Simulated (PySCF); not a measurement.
C₂H₈FInN₂ (SMILES C[NH][In]([F])[NH]C), singlet, geometry from GFN2-xTB (such geometries of metal compounds can be far from the true shape) (core potentials on In); DF-PBE/def2-TZVPPD in PySCF.

Input for PySCF:
```python
from pyscf import gto, scf, dft

mol = gto.Mole()
mol.atom = '''
    In   -0.00751175    0.05999356    0.15735387
    F     0.39652643    1.90132562    0.83361533
    N    -1.38722019    0.15470581   -1.48781751
    C    -1.56588100    1.51626423   -1.95527953
    H    -2.28108450   -0.18378529   -1.13248281
    H    -1.94916544    2.20684376   -1.19314860
    H    -2.27185085    1.50378591   -2.79101094
    H    -0.60585308    1.89470785   -2.31086296
    N     1.48280744   -1.29128632    0.83487904
    C     1.23377671   -2.71634330    0.75734414
    H     1.65229199   -1.02372680    1.80271605
    H     0.48118852   -3.08772195    1.46479303
    H     2.17502724   -3.23665236    0.96241432
    H     0.92229866   -2.96852793   -0.25711423
'''
mol.basis = 'def2-tzvppd'
mol.ecp = {'In': 'def2-tzvppd'}
mol.verbose = 4
mol.max_memory = 1800
mol.build()

mf = dft.RKS(mol)
mf.xc = 'pbe'
mf = mf.density_fit(auxbasis='def2-universal-jkfit')
mf.kernel()
```

The log (banner, timings and long lists left out):

```
PySCF version 2.14.0

[INPUT] verbose = 4
[INPUT] num. atoms = 14
[INPUT] num. electrons = 64
[INPUT] charge = 0
[INPUT] spin (= nelec alpha-beta = 2S) = 0
[INPUT] symmetry False subgroup None
[INPUT] Mole.unit = angstrom
[INPUT] Symbol           X                Y                Z      unit          X                Y                Z       unit  Magmom
[INPUT]  1 In    -0.007511750000   0.059993560000   0.157353870000 AA   -0.014195150216   0.113371397638   0.297355718940 Bohr   0.0
[INPUT]  2 F      0.396526430000   1.901325620000   0.833615330000 AA    0.749326353852   3.592984695419   1.575304666939 Bohr   0.0
[INPUT]  3 N     -1.387220190000   0.154705810000  -1.487817510000 AA   -2.621466233567   0.292351610779  -2.811567617232 Bohr   0.0
[INPUT]  4 C     -1.565881000000   1.516264230000  -1.955279530000 AA   -2.959086233660   2.865324127175  -3.694942808668 Bohr   0.0
[INPUT]  5 H     -2.281084500000  -0.183785290000  -1.132482810000 AA   -4.310624971990  -0.347303863824  -2.140082351678 Bohr   0.0
[INPUT]  6 H     -1.949165440000   2.206843760000  -1.193148600000 AA   -3.683388853067   4.170330306105  -2.254724079908 Bohr   0.0
[INPUT]  7 H     -2.271850850000   1.503785910000  -2.791010940000 AA   -4.293175902360   2.841743519880  -5.274246287265 Bohr   0.0
[INPUT]  8 H     -0.605853080000   1.894707850000  -2.310862960000 AA   -1.144896392924   3.580478922564  -4.366898105802 Bohr   0.0
[INPUT]  9 N      1.482807440000  -1.291286320000   0.834879040000 AA    2.802099957067  -2.440177493197   1.577692732740 Bohr   0.0
[INPUT] 10 C      1.233776710000  -2.716343300000   0.757344140000 AA    2.331500080767  -5.133144897297   1.431173006644 Bohr   0.0
[INPUT] 11 H      1.652291990000  -1.023726800000   1.802716050000 AA    3.122379338913  -1.934563278377   3.406639614858 Bohr   0.0
[INPUT] 12 H      0.481188520000  -3.087721950000   1.464793030000 AA    0.909314517085  -5.834948834308   2.768057655872 Bohr   0.0
[INPUT] 13 H      2.175027240000  -3.236652360000   0.962414320000 AA    4.110205797069  -6.116386520827   1.818699483160 Bohr   0.0
[INPUT] 14 H      0.922298660000  -2.968527930000  -0.257114230000 AA    1.742891872453  -5.609704780822  -0.485875477428 Bohr   0.0

nuclear repulsion = 341.069546782359
number of shells = 140
number of NR pGTOs = 512
number of NR cGTOs = 380
basis = def2-tzvppd
ecp = {'In': 'def2-tzvppd'}

******** <class 'pyscf.df.df_jk.DFRKS'> ********
method = DFRKS
initial guess = minao
damping factor = 0
level_shift factor = 0
DIIS = <class 'pyscf.scf.diis.CDIIS'>
diis_start_cycle = 1
diis_space = 8
diis_damp = 0
SCF conv_tol = 1e-09
SCF conv_tol_grad = None
SCF max_cycles = 50
direct_scf = False
XC library pyscf.dft.libxc version 7.1.2
    S. Lehtola, C. Steigemann, M. J. T. Oliveira, and M. A. L. Marques,  SoftwareX 7, 1–5 (2018)
XC functionals = pbe
    J. P. Perdew, K. Burke, and M. Ernzerhof,  Phys. Rev. Lett. 77, 3865 (1996)
    J. P. Perdew, K. Burke, and M. Ernzerhof,  Phys. Rev. Lett. 78, 1396 (1997)
    J. P. Perdew, K. Burke, and M. Ernzerhof,  Phys. Rev. Lett. 77, 3865 (1996)
    J. P. Perdew, K. Burke, and M. Ernzerhof,  Phys. Rev. Lett. 78, 1396 (1997)
radial grids:
    Treutler-Ahlrichs [JCP 102, 346 (1995); DOI:10.1063/1.469408] (M4) radial grids

becke partition: Becke, JCP 88, 2547 (1988); DOI:10.1063/1.454033
pruning grids: <function nwchem_prune>
grids dens level: 3
symmetrized grids: False
atomic radii adjust function: <function treutler_atomic_radii_adjust>
small_rho_cutoff = 0
Set gradient conv threshold to 3.16228e-05
Initial guess from minao.
tot grids = 170640
init E= -447.629772754649
  HOMO = -0.522890773837151  LUMO = -0.486019086031411  gap/eV = 1.00333
cycle= 1 E= -478.887744181446  delta_E= -31.3  |g|= 2.58  |ddm|= 47.2
  HOMO = 0.050613335767502  LUMO = 0.0608312823280967  gap/eV = 0.27804
cycle= 2 E= -424.811305236839  delta_E= 54.1  |g|= 9.44  |ddm|=  282
  HOMO = -0.280513129357342  LUMO = -0.235013078145581  gap/eV = 1.23812
cycle= 3 E= -479.858616702634  delta_E=  -55  |g|= 1.29  |ddm|=  282
  HOMO = -0.161237135603361  LUMO = -0.155018247771301  gap/eV = 0.16922
cycle= 4 E= -477.992842293893  delta_E= 1.87  |g|= 3.34  |ddm|= 2.88
  HOMO = -0.198923589967244  LUMO = -0.105920135360588  gap/eV = 2.53075
cycle= 5 E= -480.227072848509  delta_E= -2.23  |g|= 0.58  |ddm|= 3.01
  HOMO = -0.172931274499316  LUMO = -0.0989736645974695  gap/eV = 2.01249
cycle= 6 E= -480.182611334906  delta_E= 0.0445  |g|= 0.739  |ddm|= 1.47
  HOMO = -0.190808661701006  LUMO = -0.109973366938632  gap/eV = 2.19964
cycle= 7 E= -480.275208676112  delta_E= -0.0926  |g|= 0.399  |ddm|=  1.1
  HOMO = -0.210454441085776  LUMO = -0.111646956987904  gap/eV = 2.68869
cycle= 8 E= -480.310679995941  delta_E= -0.0355  |g|= 0.11  |ddm|= 0.494
  HOMO = -0.200537291286567  LUMO = -0.107024680450394  gap/eV = 2.54461
cycle= 9 E= -480.312834697993  delta_E= -0.00215  |g|= 0.0583  |ddm|= 0.178
  HOMO = -0.202997010057477  LUMO = -0.107523856929532  gap/eV = 2.59796
cycle= 10 E= -480.313501186902  delta_E= -0.000666  |g|= 0.0148  |ddm|= 0.0778
  HOMO = -0.2030038334712  LUMO = -0.107910135610567  gap/eV = 2.58763
cycle= 11 E= -480.31354980546  delta_E= -4.86e-05  |g|= 0.00321  |ddm|= 0.0198
  HOMO = -0.203332717397912  LUMO = -0.108241341783749  gap/eV = 2.58757
cycle= 12 E= -480.313551213252  delta_E= -1.41e-06  |g|= 0.00173  |ddm|= 0.00529
  HOMO = -0.203241975876515  LUMO = -0.108082145221992  gap/eV = 2.58943
cycle= 13 E= -480.31355196618  delta_E= -7.53e-07  |g|= 0.000212  |ddm|= 0.00366
  HOMO = -0.203237778011872  LUMO = -0.10808144004395  gap/eV = 2.58934
cycle= 14 E= -480.313551975227  delta_E= -9.05e-09  |g|= 0.000111  |ddm|= 0.000416
  HOMO = -0.203241703104693  LUMO = -0.108083123832976  gap/eV = 2.58940
cycle= 15 E= -480.31355197829  delta_E= -3.06e-09  |g|= 3.66e-05  |ddm|= 0.000139
  HOMO = -0.203240706670074  LUMO = -0.108083610471081  gap/eV = 2.58936
cycle= 16 E= -480.313551978478  delta_E= -1.88e-10  |g|= 2.42e-05  |ddm|= 6.22e-05
  HOMO = -0.203242492746793  LUMO = -0.108083451952552  gap/eV = 2.58941
Extra cycle  E= -480.313551977492  delta_E= 9.86e-10  |g|= 6.64e-05  |ddm|= 0.000102
converged SCF energy = -480.313551977492
```
